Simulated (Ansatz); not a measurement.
`[AlH2][CH2]C[TeH]` + disilane → `[SiH3][SiH2][TeH]` + `C[CH2][AlH2]`  (formal exchange of groups at a Te–C bond)

Calculated with Ansatz (gas phase, PBE0-D4/def2-TZVP geometries, no zero-point term in ΔE). CBS: MP2 limit from def2 TZ/QZ plus the TZ coupled-cluster correction, frozen cores. DFT in def2-TZVPP. def2 core potentials past Kr. For Te outer-core shells are correlated without core-valence functions, which leaves a few kJ/mol of doubt a bond. Each species was taken in one conformer, which may not be the lowest.

**Question.** Is it downhill or uphill in electronic energy at CCSD(T)/CBS, and by how much? (Estimate.)

**Answer.** Computed: Downhill: ΔE = -21.8 kcal/mol.

**Question.** What do these levels give: revPBE-D4, B97M-V, CAM-B3LYP-D4, ωB97X-V, ωB97M-V, B2PLYP, r2SCANh, r2SCAN0, CAM-B3LYP, LC-ωPBE, RPA@PBE/def2-TZVPP, CCSD(T)/def2-TZVPP? (Estimate.)

**Answer.** Computed: revPBE-D4 -21.6, B97M-V -22.2, CAM-B3LYP-D4 -21.9, ωB97X-V -22.4, ωB97M-V -22.5, B2PLYP -21.7, r2SCANh -23.3, r2SCAN0 -23.9, CAM-B3LYP -21.8, LC-ωPBE -23.7, RPA@PBE/def2-TZVPP -19.5, CCSD(T)/def2-TZVPP -20.9 kcal/mol.

Largest T1 diagnostic among the species: 0.013.

Leaving LDA and LC-ωPBE aside and taking each functional with its dispersion term where it has one, the values, not all of them listed here, spread over 3.4 kcal/mol, from r2SCAN0-D4 to BLYP-D4. From PBE to PBE0 (25 % exact exchange), in def2-TZVPP and without D4, ΔE moves by −1.1 kcal/mol. In def2-TZVPP, CCSD(T) changes the Hartree–Fock value by +2.2 kcal/mol (the triples alone add +0.4 kcal/mol) and MP2 by +1.5 kcal/mol.
